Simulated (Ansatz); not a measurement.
# The atomisation energy (no zero-point term) down a group: O to Te

One atom is swapped for its congeners: C2H6O (dimethyl ether) `COC`; C2H6S (dimethyl sulfide) `CSC`; Se(CH3)2 (dimethyl selenide); Te(CH3)2 (dimethyl telluride). All are singlets with charge 0.

Shapes, held fixed at every level: PBE0-D4/def2-TZVP. Programs: Ansatz 0.2.0. Values in eV.

Q: How should the atomisation energy change along the series?

A: At CCSD(T)/def2-TZVPP the atomisation energy falls at every step, from 33.84 to 31.23 eV. Every level shows the same order. For atoms past krypton def2 sets carry core potentials with scalar relativity. Relativity is left out for Se unless named. Correlated rows may include outer-core shells of Se, Te, which these sets cover unevenly. Spin-orbit coupling, which grows down the group, is left out (summed over each molecule's free atoms 0.02, 0.03, 0.12, 0.27 eV).

| level | C2H6O | C2H6S | Se(CH3)2 | Te(CH3)2 |
| --- | --- | --- | --- | --- |
| PBE-D4/def2-TZVPP | 35.23 | 33.84 | 33.09 | 32.37 |
| B3LYP-D4/def2-TZVPP | 34.66 | 33.34 | 32.63 | 31.94 |
| BHLYP-D4/def2-TZVPP | 33.66 | 32.59 | 31.87 | 31.17 |
| PBE0-D4/def2-TZVPP | 34.63 | 33.46 | 32.69 | 31.95 |
| B2PLYP/def2-TZVPP | 34.32 | 32.96 | 32.28 | 31.56 |
| MP2/def2-SVP | 33.20 | 31.57 | 30.92 | 30.05 |
| CCSD(T)/def2-TZVPP | 33.84 | 32.54 | 31.95 | 31.23 |
